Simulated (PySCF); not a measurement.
[(E)-but-2-enyl]silane (C4H10Si), SMILES C/C=C/C[SiH3]. Coordinates come from a r2SCAN-D4/def2-SVP optimisation. One conformer was computed; it need not be the lowest.

Computed equilibrium geometry at r2SCAN-D4/def2-SVP (PySCF confirms it by a frequency run) as Cartesian coordinates in Å (one conformer of several):
```xyz
15

C      2.8719    -0.7160     0.1285
C      1.6145     0.0238     0.4526
C      0.3868    -0.5185     0.4916
C     -0.8828     0.2235     0.7734
Si    -1.9159     0.4736    -0.7976
H      3.5994    -0.6561     0.9571
H      2.6752    -1.7795    -0.0768
H      3.3754    -0.2856    -0.7550
H      1.7192     1.0962     0.6759
H      0.2820    -1.5899     0.2632
H     -0.6735     1.2163     1.2089
H     -1.5100    -0.3226     1.5020
H     -2.1791    -0.8447    -1.4522
H     -1.1794     1.3459    -1.7611
H     -3.2292     1.1125    -0.4713
```
Charge 0, spin multiplicity 1.
